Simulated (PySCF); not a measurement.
H9O2PSi3.
SMILES with atom numbers: `[SiH3:1][O:2][SiH2:3][O:4][SiH2:5][PH2:6]` (hydrogens: H7, H8, H9 on Si1; H10, H11 on Si3; H12, H13 on Si5; H14, H15 on P6)

Geometry (PBE0-D3(BJ)/def2-SVP, Å), atoms numbered from 1 in this order:
```xyz
15
H9O2PSi3 angstrom
Si    -2.2489    0.3374    0.6418
O     -1.6686   -0.0715   -0.8557
Si    -0.5958   -0.8000   -1.8672
O      0.8173   -1.1340   -1.0729
Si     1.7884   -0.6352    0.1772
P      1.3793    1.5558    0.5859
H     -2.3901    1.8164    0.7397
H     -3.5826   -0.3056    0.8310
H     -1.3201   -0.1528    1.7054
H     -1.1526   -2.0890   -2.3531
H     -0.3158    0.1325   -2.9916
H      3.2038   -0.9127   -0.1993
H      1.4554   -1.3847    1.4252
H      2.3562    1.6238    1.6268
H      2.2718    2.0280   -0.4243
```

The calculation used PySCF 2.14.0, density-fitted response routines, TDDFT B3LYP/def2-SVPD, vertical, gas phase, core orbitals frozen in the response.

Transition dipole moments from the ground state, in atomic units and in the frame of the coordinates above (overall signs are arbitrary), for the states with f of 0.002 or more among the lowest 6:

| state | E (eV) | μx | μy | μz |
| --- | --- | --- | --- | --- |
| S1 | 6.044 | -0.048 | -0.277 | -0.177 |
| S2 | 6.370 | 0.405 | 0.133 | -0.067 |
| S3 | 6.537 | -0.197 | -0.026 | -0.170 |
| S5 | 6.844 | -0.053 | -0.044 | -0.157 |
| S6 | 6.945 | -0.429 | 1.015 | 0.216 |

Question: Work out the oscillator strengths.

Answer: f = (2/3) ΔE |μ|² with ΔE in hartree (27.2114 eV).

```
state  |μ|² (au)  |μ| (D)      f
   S1      0.110     0.84  0.016
   S2      0.186     1.10  0.029
   S3      0.069     0.67  0.011
   S5      0.029     0.44  0.005
   S6      1.260     2.85  0.214
```

Question: Which bond between heavy atoms lies closest to the direction of the S6 transition dipole?

Answer: Si5–P6, at 12° from it; next O2–Si3 at 40°.

Question: What angle do the transition dipoles of S3 and S6 make?

Answer: |cos θ| = |μa·μb| / (|μa| |μb|) = 0.07, so θ ≈ 86° (taken between 0 and 90°, since the signs are arbitrary).

Question: How is the summed strength of these states shared among x, y and z?

Answer: (2/3) Σ ΔE μα² gives 0.064 for x, 0.190 for y and 0.022 for z, 0.276 in all.

Question: What peak molar absorption coefficient would the strongest computed level give as a lone Gaussian band 0.3 eV wide at half height?

Answer: ε(max) = 2.175×10⁸ f / FWHM, with the width in cm⁻¹. S6: 2.175×10⁸ × 0.2144 / 2420 ≈ 19000 L mol⁻¹ cm⁻¹.

One conformer stands for the species.
